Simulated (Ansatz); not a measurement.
Potential energy curve for LiNa, singlet.

Levels: RKS-PBE0 = restricted PBE0/aug-cc-pVTZ (Ansatz, a first-principles code); UHF/aug-cc-pVTZ (Ansatz); UMP2 = MP2 on UHF/aug-cc-pVTZ, frozen core run with Ansatz; FCI = full CI/aug-cc-pVTZ, frozen core run with Ansatz.

Energies relative to the lowest point of each curve near equilibrium, in mEh:

| R / Å | RKS-PBE0 | UHF | UMP2 |
|---|---|---|---|
| 2.31 | 12.8 | 16.9 | 15.8 |
| 2.61 | 2.7 | 6.1 | 3.2 |
| 2.74 | 0.8 | 3.7 | 0.4 |
| 2.81 | 0.3 | 2.6 | 0.0 |
| 3.90 | 12.4 | 1.5 | 8.6 |
| 4.43 | 22.0 | 3.0 | 12.5 |
| 5.33 | 36.0 | 4.3 | 15.6 |
| 5.88 | 42.4 | 4.6 | 16.4 |
| 6.43 | 47.4 | 4.7 | 16.8 |
| 7.20 | 52.4 | 4.8 | 17.0 |
| 7.92 | 55.4 | 4.8 | 17.1 |
| 8.84 | 57.8 | 4.8 | 17.2 |

Task: Estimate the FCI values at these points.

Result: 2.31: 13.9; 2.61: 3.2; 2.74: 1.1; 2.81: 0.5; 3.90: 10.8; 4.43: 18.5; 5.33: 26.8; 5.88: 29.1; 6.43: 30.3; 7.20: 31.0; 7.92: 31.3; 8.84: 31.4 (mEh).

The restricted form behind RKS-PBE0 keeps the bonding electrons paired and can't separate into open-shell fragments. The unrestricted determinant behind UHF, UMP2 is spin-contaminated at 2.31 to 8.84 Å (<S²> up to 1.0, against 0.00 for a pure singlet).
